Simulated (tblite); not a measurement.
C₄H₁₂F₂Si₂.
SMILES with atom numbers: `[F:1][CH2:2][CH2:3][C:4]([SiH3:5])([SiH3:6])[CH2:7][F:8]` (hydrogens: H9, H10 on C2; H11, H12 on C3; H13, H14, H15 on Si5; H16, H17, H18 on Si6; H19, H20 on C7)

Geometry (GFN2-xTB, Å), atoms numbered from 1 in this order:
```
atom  x, y, z in Å
F1     2.222   -1.572   -0.114
C2     2.128   -0.349    0.514
C3     1.124    0.540   -0.203
C4    -0.347    0.131   -0.049
Si5   -1.375    1.216   -1.255
Si6   -0.632   -1.732   -0.394
C7    -0.821    0.424    1.362
F8    -0.763    1.779    1.640
H9     1.846   -0.555    1.550
H10    3.131    0.090    0.486
H11    1.257    1.558    0.173
H12    1.390    0.540   -1.263
H13   -1.062    2.626   -1.035
H14   -1.008    0.837   -2.621
H15   -2.797    0.970   -1.014
H16   -0.124   -2.541    0.713
H17   -2.084   -1.935   -0.462
H18   -0.014   -2.089   -1.664
H19   -0.211   -0.060    2.132
H20   -1.866    0.132    1.501
```

All values are computed: GFN2-xTB (tblite) harmonic vibrations without scaling, gas phase. This tight-binding method is rough: wavenumbers can miss measured ones by several per cent, in bad cases by 10 to 20. Modes of hydrogen on silicon can be 10 to 20 % off. One conformer, not necessarily the lowest.

Harmonic wavenumbers (cm⁻¹): 52.3, 86.8, 115.5, 144.9, 149.8, 177.0, 212.6, 237.7, 251.3, 274.8, 346.2, 392.2, 468.2, 523.2, 531.4, 538.3, 569.1, 631.8, 759.6, 763.9, 779.6, 789.3, 800.7, 814.9, 831.5, 876.3, 925.7, 980.9, 1003.1, 1019.7, 1070.7, 1122.3, 1148.3, 1209.8, 1237.3, 1256.8, 1325.3, 1328.9, 1349.6, 1449.0, 1469.2, 1473.9, 2232.3, 2263.8, 2277.0, 2279.5, 2292.3, 2331.3, 2926.1, 2946.5, 2954.2, 2958.9, 2966.1, 2978.3.

A = 1638, B = 1016, C = 856.3 MHz; mass 154.045 u (most abundant isotopes); point group C1, symmetry number 1.

Problem. What is the zero-point energy?

Solution. ½Σν̃ = 31448 cm⁻¹ = 89.91 kcal/mol.

Problem. Entropy at 298.15 K, 1 bar (ideal gas, RRHO, classical rotation)?

Solution. Translation 41.03, rotation 29.80, vibration 34.58: S = 105.4 cal/(mol K).

Problem. And Cp and H(298.15 K) − H(0)?

Solution. Cp = 45.41 cal/(mol K), of which vibrations give 37.46 (their classical limit is 54 R = 107.3); H(298.15 K) − H(0) = 8.01 kcal/mol without the zero-point energy, 5.64 from vibrations.

Problem. Which modes carry the vibrational entropy at 298.15 K?

Solution. 52.3 cm⁻¹: 4.73; 86.8 cm⁻¹: 3.73; 115.5 cm⁻¹: 3.17; 144.9 cm⁻¹: 2.74; 149.8 cm⁻¹: 2.67; 177.0 cm⁻¹: 2.36 cal/(mol K); the other 48 give 15.17 together.

Problem. Blend soft modes into free rotors: weight 1/[1 + (100 cm⁻¹/ν̃)⁴] for the oscillator and the rest for a rotor with moment μB/(μ + B), μ = h/(8π²ν), B = 10⁻⁴⁴ kg m². What vibrational entropy results?

Solution. 32.74 cal/(mol K) in place of 34.58, which changes −T·S at 298.15 K by +0.55 kcal/mol.

Hindered rotation and anharmonicity are outside this model. Other conformers, if any are populated, would add a mixing term that is left out. The structure is chiral; the term R ln 2 for an equal mix with its mirror image is left out.
